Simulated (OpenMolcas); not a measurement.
# Cu2+: ligand-field states by method

Cu2+ with 6 ligands (oxide) in tetragonal octahedral coordination (D4h) at 2.11 Å, the axial distance 2.152 Å. A charge of +1.67 e stands 2.6 Å behind each ligand. Ligand basis ANO-RCC-VDZP.
```
Cu    0.0000    0.0000    0.0000
O     2.1100    0.0000    0.0000
O     0.0000    2.1100    0.0000
O    -2.1100    0.0000    0.0000
O     0.0000   -2.1100    0.0000
O     0.0000    0.0000    2.1522
O     0.0000    0.0000   -2.1522
```

```yaml
Program: OpenMolcas 26.06
Basis: ANO-RCC-VDZP [5s4p2d1f]
Scalar_Hamiltonian: DKH2, point nucleus
Active_space: 9 electrons in 5 orbitals (3d)
State_averaging: 2S+1 = 2 even, 5 roots
Spin-orbit_coupling: RASSI with atomic mean-field integrals over the reference wave functions
```

I. CASSCF
II. SS-CASPT2, IPEA 0.25 Eh, imaginary shift 0.1 Eh (closed shells correlated: 3s 3p and the ligand valence shells)

Spin-free states (labels of D4, the rotations of D4h) in cm-1, each column counted from its own energy of the first state listed:

```csv
State,Degeneracy,I,II
2B1,1,0,0
2A1,1,525,660
2B2,1,3570,4840
2E,2,3729,5030
```

From I to II, I's first state of the same spin (2A1) moves from 525 to 660 cm-1, by about +140 cm-1.

χT at 300 K: I 0.75, II 0.67 cm3 K/mol.

Over all roots computed the reference weight is 0.64 in II; a low but even weight reflects the number of correlated electrons. The oxide ions are held by bare point charges, a crude embedding. Ligand-to-metal charge-transfer states are missing. With oxide or sulfide held by bare charges the field of late divalent 3d ions can come out several times too small, and g and χT far too large. With metal d orbitals alone and no dynamic correlation the field as a rule comes out too small, by tens of per cent, by up to half for chloride and softer ligands, and the orbital part of g and χT, which goes as 1/10Dq, too large (holds for I). A single d shell leaves out the double-shell effect, which counts most for late 3d ions, where the CASPT2 field can be off either way by tens of per cent (holds for II). With one d shell and no ligand orbital active, 10Dq can be off by tens of per cent for divalent 3d ions, low with halides held by bare charges and at times high in hosts, and the orbital part of g and χT goes as 1/10Dq (holds for II). Free-ion shares, where given, are those of the reference states; single-state CASPT2 does not remix them (holds for II). No measured value stands beside these numbers; the geometry was imposed, not optimised, and the real ion may take another.
